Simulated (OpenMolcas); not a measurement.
Pd3+ with its 8 nearest fluoride ions at 2.258 Å, on the Ca site of CaF2 (a = 5.46294 Å, distance in the model lattice 2.366 Å). The rest of the host is ab initio model potentials to 7.6 Å and point charges beyond; the distance is set by hand and nothing relaxes, and no local charge compensation is placed. Ligand basis ANO-RCC-VDZP.

```json
{"Program": "OpenMolcas 26.06", "Method": "CASSCF", "Basis": "ANO-RCC-VDZP [6s5p3d1f]", "Scalar Hamiltonian": "DKH2, point nucleus", "Active space": "7 electrons in 5 orbitals (4d)", "State averaging": "2S+1 = 4 even, 10 roots; 2S+1 = 2 even, 40 roots", "Spin-orbit coupling": "state interaction with AMFI integrals over the reference wave functions"}
```

Problem. What is the spin-free ground state (labels of O, the rotations of Oh)?

Solution. 4A2, 1-fold in its orbital part; it has the highest spin that d7 allows.

Problem. Where is the first state of the same spin?

Solution. 4T2 at 9590 cm-1 above the ground state.

Problem. What are the lowest two levels with spin-orbit coupling?

Solution. A 4-fold level Γ8, then a 4-fold level Γ8 8630 cm-1 above it. Their leading multiplicities are 4 (99 %) and 4 (93 %).

Problem. What is χT at 300 K, and how does it compare with the textbook value?

Solution. The lowest level has 2S+1 = 4, for which the spin-only value is χT = S(S+1) / 2 = 1.875 cm3 K/mol (g = 2). The computed 2.576 at 300 K differs by +0.701, through orbital momentum, spin-orbit coupling and any other state in reach.

Without dynamic correlation the repulsion within the d shell is too large (B by tens of per cent), so at a given field states of lower spin stand too high. The least metal-like active orbital is 85 % on the metal (Löwdin) and no ligand orbital is active, so the numbers are rough. With metal d orbitals alone the field can be off either way by tens of per cent. Ligand-to-metal charge-transfer states are missing. With no ligand orbital active B as a rule stays too high, so bands that hang on it stand too high and its fall with covalency is understated. No measured value stands beside these numbers; the geometry was set by hand and not optimised.
